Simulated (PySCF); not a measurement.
Cs (caesium, neutral): LDA calculation

Configuration: [Xe] 6p1, 2P determinant (an excited configuration). All numbers are calculated (PySCF 2.14, the spin-free X2C one-electron Hamiltonian (Gaussian nucleus), in x2c-TZVPPall (11s7p6d2f1g, 85 functions)).

```json
{"Total energy": "-7779.19 hartree", "One-electron energy": "-10640.19 hartree", "Hartree (Coulomb) energy": "3048.50 hartree", "Exchange-correlation energy": "-187.50 hartree", "⟨S²⟩": "0.7500", "⟨L²⟩": "2.003", "Sum of ⟨r⟩": "43.50 bohr", "Sum of ⟨r²⟩": "112.2 bohr²", "Traceless quadrupole moment −½Σ⟨3z² − r²⟩ along its main axis": "-24.6 e·bohr²", "Langevin diamagnetic susceptibility": "-88.8 ×10⁻⁶ cm³/mol"}
```

```json
{"shell": "1s α", "electrons": "1", "mean orbital energy (hartree)": "-1311.33566", "spread (hartree)": "0", "rms radius, mean of both spins (bohr)": "0.0299"}
{"shell": "1s β", "electrons": "1", "mean orbital energy (hartree)": "-1311.33558", "spread (hartree)": "0", "rms radius, mean of both spins (bohr)": "0.0299"}
{"shell": "2s α", "electrons": "1", "mean orbital energy (hartree)": "-205.82489", "spread (hartree)": "0", "rms radius, mean of both spins (bohr)": "0.122"}
{"shell": "2s β", "electrons": "1", "mean orbital energy (hartree)": "-205.82485", "spread (hartree)": "0", "rms radius, mean of both spins (bohr)": "0.122"}
{"shell": "2p α", "electrons": "3", "mean orbital energy (hartree)": "-184.94509", "spread (hartree)": "0.00021", "rms radius, mean of both spins (bohr)": "0.108"}
{"shell": "2p β", "electrons": "3", "mean orbital energy (hartree)": "-184.94503", "spread (hartree)": "0.00030", "rms radius, mean of both spins (bohr)": "0.108"}
{"shell": "3s α", "electrons": "1", "mean orbital energy (hartree)": "-42.83125", "spread (hartree)": "0", "rms radius, mean of both spins (bohr)": "0.320"}
{"shell": "3s β", "electrons": "1", "mean orbital energy (hartree)": "-42.83119", "spread (hartree)": "0", "rms radius, mean of both spins (bohr)": "0.320"}
{"shell": "3p α", "electrons": "3", "mean orbital energy (hartree)": "-36.08843", "spread (hartree)": "0.00058", "rms radius, mean of both spins (bohr)": "0.319"}
{"shell": "3p β", "electrons": "3", "mean orbital energy (hartree)": "-36.08836", "spread (hartree)": "0.00069", "rms radius, mean of both spins (bohr)": "0.319"}
{"shell": "3d α", "electrons": "5", "mean orbital energy (hartree)": "-26.06979", "spread (hartree)": "0.00051", "rms radius, mean of both spins (bohr)": "0.297"}
{"shell": "3d β", "electrons": "5", "mean orbital energy (hartree)": "-26.06972", "spread (hartree)": "0.00061", "rms radius, mean of both spins (bohr)": "0.297"}
{"shell": "4s α", "electrons": "1", "mean orbital energy (hartree)": "-8.11172", "spread (hartree)": "0", "rms radius, mean of both spins (bohr)": "0.739"}
{"shell": "4s β", "electrons": "1", "mean orbital energy (hartree)": "-8.11157", "spread (hartree)": "0", "rms radius, mean of both spins (bohr)": "0.739"}
{"shell": "4p α", "electrons": "3", "mean orbital energy (hartree)": "-5.94762", "spread (hartree)": "0.00113", "rms radius, mean of both spins (bohr)": "0.789"}
{"shell": "4p β", "electrons": "3", "mean orbital energy (hartree)": "-5.94745", "spread (hartree)": "0.00136", "rms radius, mean of both spins (bohr)": "0.789"}
{"shell": "4d α", "electrons": "5", "mean orbital energy (hartree)": "-2.77525", "spread (hartree)": "0.00116", "rms radius, mean of both spins (bohr)": "0.904"}
{"shell": "4d β", "electrons": "5", "mean orbital energy (hartree)": "-2.77503", "spread (hartree)": "0.00146", "rms radius, mean of both spins (bohr)": "0.904"}
{"shell": "5s α", "electrons": "1", "mean orbital energy (hartree)": "-1.03077", "spread (hartree)": "0", "rms radius, mean of both spins (bohr)": "1.84"}
{"shell": "5s β", "electrons": "1", "mean orbital energy (hartree)": "-1.03008", "spread (hartree)": "0", "rms radius, mean of both spins (bohr)": "1.84"}
{"shell": "5p α", "electrons": "3", "mean orbital energy (hartree)": "-0.54261", "spread (hartree)": "0.00347", "rms radius, mean of both spins (bohr)": "2.22"}
{"shell": "5p β", "electrons": "3", "mean orbital energy (hartree)": "-0.54163", "spread (hartree)": "0.00481", "rms radius, mean of both spins (bohr)": "2.22"}
{"shell": "6p α", "electrons": "1", "mean orbital energy (hartree)": "-0.05416", "spread (hartree)": "0", "rms radius, mean of both spins (bohr)": "7.81"}
```

Spin-orbit coupling, absent here, splits the open shell strongly.

Densities and radii are taken from the X2C orbitals without a picture-change correction, which distorts them close to the nucleus.
